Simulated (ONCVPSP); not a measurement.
# Before and after: ONCV potential for Sb

```json
{"Element": "antimony (Sb)", "Generator": "ONCVPSP 4.0.1", "Type": "optimised norm-conserving Vanderbilt (ONCV)", "Functional": "PBE", "Relativity": "scalar-relativistic", "Frozen core": "[Kr]", "Valence charge": "15", "Reference configuration": "4d10 5s2 5p3", "Partial waves": "5s: rc 1.95 bohr, ncon 4, nbas 9, qcut 3.2 1/bohr, 2 projectors, debl 1.6 Ha; 5p: rc 2.10 bohr, ncon 5, nbas 10, qcut 3.5 1/bohr, 2 projectors, debl 2.9 Ha; 4d: rc 1.10 bohr, ncon 4, nbas 8, qcut 7.6 1/bohr, 2 projectors, debl 0.3 Ha", "Local potential": "polynomial inside 0.85 bohr (lpopt 5, dvloc0 -1 Ha)", "Core correction": "Teter function, fcfact 1.75, rcfact 1.1"}
```

In the d channel the program set the typed energies aside and used -1.231, 0.250 Ha.

Change: reference 4d10 5s2 5p2.75. In the d channel the program set the typed energies aside and used -1.304, 0.250 Ha.

Cutoffs: the cutoffs (Ha) at which the residual kinetic energy of the hardest occupied pseudo-wave falls to 1 and 0.1 mHa per electron; they do not see the model core or the augmentation charge, which bear on the density cutoff. Errors are all-electron minus pseudo energies relative to the spin-unpolarised reference configuration.

What does the change do?

The potential gets neither clearly harder nor softer (172 Ha and 201 Ha → 172 Ha and 201 Ha); both files keep a bound ghost (d, p, s).

| quantity | base | changed |
| --- | --- | --- |
| cutoff, loose | 172 Ha | 172 Ha |
| cutoff, tight | 201 Ha | 201 Ha |
| loose cutoff by channel | s 15 Ha, p 6.0 Ha, d 172 Ha | s 16 Ha, p 6.0 Ha, d 172 Ha |
| bound ghosts | s, p, d | s, p, d |
| GHOST(+) flags under 300 eV | s at 88.0 eV | s at 86.1 eV |
| largest error over its own tests, meV | -196 | +56 |
| s: phases at 1.98 bohr within 0.05 rad from the reference energy up to (Ha; the scan ends near 5) | 2.9 | 2.8 |
| p: phases at 2.13 bohr within 0.05 rad from the reference energy up to (Ha; the scan ends near 5) | 4.1 | 4.0 |
| d: phases at 1.11 bohr within 0.05 rad from the reference energy up to (Ha; the scan ends near 5) | to the end of the scan | to the end of the scan |
| rms error of d²Exc/dni dnj with the model core, mHa | 3.72 | 3.73 |

 A true bound ghost makes a file unfit for plane-wave use even where its test errors are small: the radial tests pick states by their node count and pass the ghost by.
